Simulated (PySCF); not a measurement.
C₃H₅BO₂, SMILES C=C1OCB1O.

Geometry: PBE0-D3(BJ)/def2-SVP. This is a generated structure with no PubChem entry under its InChIKey; it may be hypothetical. Other conformers were not sampled.

These are PBE0-D3(BJ)/def2-SVP (PySCF) values and carry that method's errors.

Harmonic, unscaled wavenumbers; measured fundamentals usually lie a few per cent lower.

Computed normal modes with their intensities:
```csv
mode,ν (cm⁻¹),IR (km/mol),moving atoms (share of kinetic energy)
1,140,8.8,"O 44 %, C 28 %, H 25 %"
2,243,2.8,"O 37 %, C 36 %, H 24 %"
3,254,2.2,"C 32 %, H 30 %, B 28 %, O 9 %"
4,439,6.1,"C 36 %, H 33 %, O 17 %, B 13 %"
5,484,39.3,"H 58 %, C 21 %, B 14 %"
6,607,1.6,"O 60 %, C 24 %, B 10 %"
7,610,63.5,"H 75 %, C 16 %"
8,728,0.4,"H 85 %, C 10 %"
9,748,4.4,"C 58 %, H 25 %, O 12 %"
10,865,77.4,"H 69 %, C 26 %"
11,870,96.6,"H 48 %, B 21 %, O 15 %, C 15 %"
12,871,2.5,"H 41 %, C 29 %, B 27 %"
13,917,27.4,"H 45 %, O 27 %, C 26 %"
14,1034,128.3,"O 48 %, C 47 %"
15,1107,45.6,"H 56 %, B 20 %, C 13 %, O 11 %"
16,1166,2.1,H 89 %
17,1233,203.5,"C 40 %, H 38 %, B 19 %"
18,1276,85.7,"C 40 %, H 37 %, O 20 %"
19,1384,7.0,"H 83 %, C 13 %"
20,1446,10.5,"H 89 %, C 9 %"
21,1547,338.1,"B 67 %, O 19 %, C 8 %"
22,1758,59.8,C 89 %
23,3059,28.2,H 95 %
24,3117,16.2,"H 90 %, C 10 %"
25,3179,0.7,H 94 %
26,3292,0.5,"H 89 %, C 11 %"
27,3903,127.4,H 94 %
```
